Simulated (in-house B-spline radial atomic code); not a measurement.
Ru⁶⁺: [Kr] 4d2

All numbers are computed (Dirac-Kohn-Sham LDA PW92, spherical fractional occupations; Fermi nucleus of rms radius 4.4809 fm) with an all-electron radial atomic-structure program (B-spline basis), not measured.

Screening seen three ways: the hydrogenic charge with the same mean radius, Z_r = [3n² - l(l+1)]/(2<r>), the one with the same energy, Z_e = n√(-2ε), and Slater's rules. Values are occupation-weighted means over j. An effective charge above Z reflects the relativistic contraction of the inner shells.

```
shell  electrons   ε (eV)  <r> (bohr)    Z_r    Z_e  Slater
   1s          2   -21988     0.03347  44.82  40.20   43.70
   2s          2  -3241.1      0.1455  41.25  30.87   39.85
   2p          6  -2916.7      0.1269  39.41  29.28   39.85
   3s          2  -645.17      0.4029  33.51  20.66   32.75
   3p          6  -538.25      0.4028  31.03  18.87   32.75
   3d         10   -364.7      0.3835  27.38  15.53   22.85
   4s          2  -162.46      0.9851  24.36  13.82   16.25
   4p          6  -131.14       1.063  21.64  12.42   16.25
   4d          2  -84.328       1.262  16.63   9.96    7.65
```

The least bound orbital is 4d5/2 at -84.11 eV, and it is also the most diffuse (<r> = 1.266 bohr).

Spin-orbit splittings of the orbital energies (j = l + 1/2 above j = l - 1/2 when positive): 2p 130.7 eV, 3p 22.25 eV, 3d 4.35 eV, 4p 3.878 eV, 4d 0.5559 eV.

For the 1s electron the small component carries 2.58 % of the norm, the zero-frequency Breit interaction raises the level by 44.86 eV, self-energy by 24.73 eV, and vacuum polarisation lowers it by 2.954 eV.
